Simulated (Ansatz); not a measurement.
`N[SiH2][SbH][OH]` + `N[SiH](O)Cl` → `N[SiH2]O[SiH](N)Cl` + `[OH][SbH2]`  (cleavage of the Si–Sb bond)

Gas-phase electronic energies from Ansatz, PBE0-D4/def2-TZVP geometries. CBS: MP2 limit from def2 TZ/QZ plus the TZ coupled-cluster correction, frozen cores. DFT in def2-TZVPP. B3LYP here is the variant with VWN-RPA as its local correlation; programs differ in this. Elements past krypton have def2 core potentials. For Sb outer-core shells are correlated without core-valence functions, which leaves a few kJ/mol of doubt a bond. Each species was taken in one conformer, which may not be the lowest.

`N[SiH2][SbH][OH]`:

Cartesian coordinates in Å:
```
N -0.120 -1.626 -1.172
Si -0.255 -0.813 0.341
Sb 1.281 1.257 0.204
O 0.068 2.370 1.316
H -0.399 -1.162 -2.021
H -0.286 -2.618 -1.227
H 0.221 -1.771 1.374
H -1.618 -0.348 0.736
H 0.533 1.647 -1.298
H 0.575 3.063 1.746
```

`N[SiH](O)Cl`:

Cartesian coordinates in Å:
```
N -0.260 -0.333 1.130
Si 0.341 0.325 -0.317
O 0.142 -0.710 -1.562
Cl -0.715 2.074 -0.564
H -0.663 0.260 1.836
H 0.112 -1.187 1.513
H 1.776 0.662 -0.367
H -0.732 -1.093 -1.669
```

`N[SiH2]O[SiH](N)Cl`:

Z-matrix (Å, degrees):
```
Si
O 1 1.645
N 1 1.711 2 111.8
H 1 1.481 2 107.3 3 121.1
H 1 1.481 2 107.1 3 -118.2
Si 2 1.621 1 135.5 3 -23.2
H 3 1.006 1 121.9 2 93.8
H 3 1.005 1 121.5 2 -111.4
N 6 1.697 2 109.9 1 65.3
Cl 6 2.077 2 106.5 1 -57.7
H 6 1.473 2 111.2 1 -172.8
H 9 1.009 6 117.7 2 -50.1
H 9 1.008 6 119.9 2 168.4
```

`[OH][SbH2]`:

```xyz
5

O    -0.903    0.546   -0.589
Sb    0.355   -0.145    0.766
H    -1.584    1.069   -0.160
H     0.379   -1.732    0.122
H     1.753    0.262   -0.138
```

| level | ΔE (kJ/mol) | difference from CCSD(T)/CBS |
| --- | --- | --- |
| PBE-D4 | -83.2 | 16.9 |
| r2SCAN-D4 | -101.0 | -0.9 |
| B3LYP-D4 | -104.9 | -4.8 |
| ωB97X-V | -104.9 | -4.8 |
| B2PLYP | -104.1 | -4.0 |
| r2SCAN | -99.6 | 0.5 |
| PBE0 | -87.7 | 12.4 |
| B3LYP | -99.8 | 0.3 |
| MP2/def2-TZVPP | -105.3 | -5.2 |
| CCSD/def2-TZVPP | -109.7 | -9.6 |
| HF/def2-QZVPP | -125.6 | -25.5 |
| MP2/def2-QZVPP | -101.8 | -1.7 |
| SCS-MP2/def2-QZVPP | -107.3 | -7.2 |
| HF/CBS(def2) | -125.8 | -25.7 |
| MP2/CBS(def2) | -98.2 | 1.9 |
| CCSD/CBS(def2) | -102.6 | -2.5 |
| CCSD(T)/CBS | -100.1 | 0 |

Largest T1 diagnostic among the species: 0.014.

The D4 term adds −5.1 kJ/mol with B3LYP and −3.3 kJ/mol with PBE0; it sums over pairs of atoms, weighted by their polarisabilities, and B3LYP, whose exchange is more repulsive, gets the larger term. In def2-TZVPP, CCSD(T) changes the Hartree–Fock value by +16.6 kJ/mol (the triples alone add +2.4 kJ/mol) and MP2 by +18.6 kJ/mol.
